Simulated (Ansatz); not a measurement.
Geometry optimisation, RKS PBE/6-31G* in Ansatz.

Input:

```yaml
crystal:
  periodic: [false, false, false]
  atoms:
    - { symbol: B, position_ang: [-0.043379, 0.506469, -0.175857] }
    - { symbol: H, position_ang: [-0.093982, -0.368422, 2.060312] }
    - { symbol: O, position_ang: [1.190425, -0.078205, -0.436435] }
    - { symbol: H, position_ang: [1.129, -0.95821, -0.849781] }
    - { symbol: O, position_ang: [-1.280269, -0.027091, -0.475776] }
    - { symbol: H, position_ang: [-1.223111, -0.908564, -0.883625] }
    - { symbol: O, position_ang: [-0.050293, 1.769607, 0.41206] }
    - { symbol: H, position_ang: [0.871939, 2.055077, 0.557512] }
    - { symbol: H, position_ang: [-0.11763, 0.34134, 2.10819] }
basis:
  gaussian: { orbitals: "6-31G*" }
hamiltonian:
  xc: pbe
relax:
  f_tol: 0.03
  max_steps: 50
```

Launched with:

```bash
$ ansatz run input.yaml --threads 1 --pin off --max-ram 2048MiB --backend cpu --events-out ev --progress --plain --runs-dir out
```

Problem. Where does it end, and by what steps?

Solution. It converged. The force dipped under the threshold on the way, but the program's further checks kept it going. After 17 steps the energy has fallen by 0.225 eV; H2 moved furthest, 1.65 Å.

```tsv
step	energy less start (eV)	largest force component (eV/Å)	accepted
0	0.0000	1.698	yes
1	-0.1245	0.214	yes
2	-0.1665	0.240	yes
3	-0.1883	0.096	yes
4	-0.1960	0.049	yes
5	-0.2051	0.105	yes
6	-0.1970	0.669	no
7	-0.2092	0.089	yes
8	-0.2121	0.145	yes
9	-0.2153	0.248	yes
10	-0.2189	0.169	yes
11	-0.2217	0.117	yes
12	-0.2225	0.168	yes
13	-0.2239	0.095	yes
14	-0.2246	0.021	yes
15	-0.2249	0.008	yes
16	-0.2250	0.046	yes
17	-0.2252	0.013	yes
```

```xyz
9
Properties=species:S:1:pos:R:3
B -0.051 0.376 -0.461
H -0.018 0.207 3.605
O 1.197 -0.060 -0.895
H 1.157 -0.739 -1.592
O -1.275 -0.066 -0.925
H -1.198 -0.751 -1.613
O -0.091 1.341 0.523
H 0.822 1.582 0.771
H -0.159 0.442 2.904
```

Whether the end is a true minimum wasn't checked by a vibrational analysis.

Time of the run: 31 s on 1 thread of Arm Neoverse V2, with other jobs on the host, peak memory 0.12 GiB.
